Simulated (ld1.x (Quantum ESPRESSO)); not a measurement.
**Configuration tests for calcium (RRKJ)**

calcium (Ca), norm-conserving RRKJ (Kleinman–Bylander form), made with ld1.x (Quantum ESPRESSO) 7.5 (PBEsol, scalar-relativistic). Core [Ne] 3s2, reference 3p6 3d0 4s1 4p0 (charge +1). Waves: 4s (bound): rc 3.45 bohr; 3p (bound): rc 1.20 bohr; 4f channel at 0.05 Ry: rc 3.20 bohr; 3d (bound, empty): rc 1.45 bohr. Local part: the d channel. Core correction: a·sin(br)/r model core inside 0.95 bohr. rho0 = 0.001.

Energies are relative to the spin-unpolarised reference configuration 3p6 3d0 4s1 4p0; without spin polarisation the order of configurations can differ from experiment.

Question: Give the all-electron excitation energy and the error of the potential for: 3p6 3d0 4s2 4p0; 3p6 3d0 4s0 4p0; 3p6 3d0 4s1.5 4p0; 3p6 3d0 4s0 4p2; 3p6 3d0 4s0 4p1; 3p6 3d0.5 4s1.5 4p0; 3p6 3d1 4s1 4p0.

Answer:

```tsv
valence configuration	charge	ΔE all-electron (eV)	error AE − PS (meV)
3p6 3d0 4s2 4p0	0	-6.305	+8.1
3p6 3d0 4s0 4p0	+2	11.682	+3.6
3p6 3d0 4s1.5 4p0	+0.5	-3.802	+2.4
3p6 3d0 4s0 4p2	0	-1.360	-12
3p6 3d0 4s0 4p1	+1	3.023	-8.0
3p6 3d0.5 4s1.5 4p0	0	-5.256	+6.6
3p6 3d1 4s1 4p0	0	-4.028	-19
```

Levels in the configuration 3p6 3d0.5 4s1.5 4p0:

```tsv
level	all-electron (eV)	pseudo (eV)
3p	-26.543	-26.518
3d	-1.106	-1.097
4s	-3.434	-3.459
```

Note: ghost state, extra bound levels that the all-electron valence spectrum of the same l lacks: s at -177.7 eV. A true bound ghost makes a file unfit for plane-wave use.
